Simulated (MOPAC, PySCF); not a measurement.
Cl₃Ga, SMILES `[Cl][Ga]([Cl])[Cl]`, neutral singlet in the gas phase. 

Z-matrix (Å, degrees):
```
Ga
Cl 1 2.1266
Cl 1 2.1266 2 120.00
Cl 1 2.1266 2 120.00 3 -180.00
```
Charge 0, multiplicity 1.

All levels are single points at this geometry (B3LYP-D3(BJ)/def2-TZVP); Pople sets use spherical d functions. Orbital energies aren't observables, and empty levels follow the basis.

M06-2X/6-31G* in PySCF gives dipole (D) = 0.00.

Estimate the dipole (D) from each of these levels: B3LYP-D3(BJ)/def2-TZVP in PySCF; M06-2X/def2-TZVP in PySCF; B3LYP/3-21G in PySCF; PBE/6-31G* in PySCF; SVWN5/6-31G* in PySCF; HF/3-21G in PySCF; HF/6-31G* in PySCF; HF/STO-3G in PySCF; AM1 in MOPAC; PM3 in MOPAC; PM6 in MOPAC; PM7 in MOPAC.


```tsv
level	dipole (D)
B3LYP-D3(BJ)/def2-TZVP in PySCF	0.00
M06-2X/def2-TZVP in PySCF	0.00
B3LYP/3-21G in PySCF	0.00
PBE/6-31G* in PySCF	0.00
SVWN5/6-31G* in PySCF	0.00
HF/3-21G in PySCF	0.00
HF/6-31G* in PySCF	0.00
HF/STO-3G in PySCF	0.00
AM1 in MOPAC	0.00
PM3 in MOPAC	0.00
PM6 in MOPAC	0.00
PM7 in MOPAC	0.00
```
